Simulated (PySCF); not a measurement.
Molecule: Al(CF3)(Cl)(F), SMILES F[C](F)(F)[Al]([F])[Cl]. Atoms near the plane z = 0.0 Å, at the B3LYP/def2-SVP optimised geometry (x, y, z in Å): Al1 (-0.7, -0.2, 0.0), C2 (1.3, -0.2, 0.0), F3 (1.8, 0.7, -0.9), F4 (1.8, -1.4, -0.3), Cl6 (-1.8, 1.6, 0.0), F7 (-1.5, -1.6, 0.0).

Method: B3LYP/def2-TZVP run with PySCF 2.14.0. Cells within 0.4 Å of a nucleus heavier than hydrogen are left out (blank, or x). The values are rescaled to run from 0 to 1.

```
|0000000000000000000000000000000|
|0000000000000000000000000000000|
|0000001122211000000000000000000|
|0000123444443210000000000000000|
|0001245677765320000000000000000|
|0012467888877531000000000000000|
|0024678888987642000000000000000|
|0136788624888741000000000000000|
|02468870xx388741000000000000000|
|0257896xxx188641000001110000000|
|02578980xx388630000012221000000|
|0246788734887520000012221000000|
|0135678888874211332122221000000|
|0123567788510003786333210000000|
|0011234564027612998314310000000|
|00000011101xxx51999xxx310000000|
|00000000001xxx51998xxx310000000|
|000000012204x8119982x5531000000|
|0000012567400003885478765310000|
|0000125788874101422477788641000|
|000014688xx8741000158xx88752000|
|00002478xxx8751000278xx88742000|
|000024688xx87520003688887531000|
|0000135788886410002577765310000|
|0000024577775310001345432100000|
|0000002345543200000122210000000|
|0000000122221000000000000000000|
|0000000000000000000000000000000|
|0000000000000000000000000000000|
|0000000000000000000000000000000|
|0000000000000000000000000000000|
```
Scale: ten equal steps from 0.000 (start of '0') to 1.00 (end of '9'), in the order '0123456789'; x runs from -4.00 to 4.00, y from -4.00 (bottom) to 4.00 (top).

Problem. Which quantity is mapped?
A. Laplacian of the electron density
B. an orbital amplitude
C. electron localisation function
D. log10 of the electron density

Solution. C, electron localisation function
